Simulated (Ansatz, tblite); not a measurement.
Removing and adding an electron: B₉N₉ (started as a model of: (BN)9 cage of four- and six-membered rings). The state is a singlet with charge 0. Geometry: PBE-D4/def2-SVP. Ansatz, gas phase; energy differences of separate SCF runs; the oxidised species was run as a doublet alone; the reduced species was run as a doublet alone.

```xyz
18

B    -1.285   -1.215   -0.880
N    -2.006   -0.120   -0.192
B    -1.211    0.602   -1.248
N    -0.820   -0.562   -2.117
B     0.462   -1.007   -1.469
N    -0.085   -1.967   -0.446
B     0.229   -1.579    0.918
N    -0.809   -1.102    1.898
B    -1.445    0.031    1.139
N    -0.542    1.161    1.559
B     0.216   -0.045    1.963
N     1.378   -0.686    1.305
B     0.146    1.781    0.441
N    -0.333    1.729   -0.986
N     1.588   -0.118   -1.240
B     1.819    0.172    0.219
N     1.629    1.664    0.219
B     1.069    1.260   -1.083
```

The xTB rows come from tblite. HOMO above LUMO, or a gap near zero within one spin, warns that the state may not be the lowest or that an electron is smeared out.

| level | −HOMO (eV) | vertical IE (eV) | −LUMO (eV) | vertical EA (eV) | HOMO–LUMO gap (eV) | IE − EA (eV) | remarks |
| --- | --- | --- | --- | --- | --- | --- | --- |
| GFN1-xTB | 10.97 | 13.71 | 7.83 | 5.15 | 3.13 | 8.56 | – |
| GFN2-xTB | 11.16 | 14.00 | 8.10 | 5.43 | 3.06 | 8.57 | – |
| PBE-D4/def2-SVP | 7.19 | 9.67 | 2.30 | 0.25 | 4.89 | 9.42 | HOMO above zero (-1 doublet), gap within one spin near zero (-1 doublet) |
| PBE0-D4/def2-SVP | 8.51 | 10.20 | 1.34 | -0.07 | 7.17 | 10.27 | HOMO above zero (-1 doublet) |

Relaxing the reduced species (PBE-D4/def2-SVP) changes its energy by -0.67 eV at PBE-D4/def2-SVP, so the adiabatic electron affinity to this nearest minimum is 0.92 eV. At PBE0-D4/def2-SVP it is 0.85 eV. The highest occupied level of the relaxed charge -1 doublet lies above zero (up to 0.76 eV). By energy differences its removal costs 0.92 eV (each at its own geometry, to the charge 0 singlet, at PBE-D4/def2-SVP); self-interaction error and the lack of diffuse functions both raise the level.     A HOMO above zero means that the electron is unbound at that level or that self-interaction error raises the level; the energy of removing that electron tells which. Raw xTB energy differences between charge states are shifted by several eV; the methods need an empirical correction for them. Sets without diffuse functions give affinities that are too small. A negative affinity means that the extra electron isn't bound; its size then hangs on the basis.
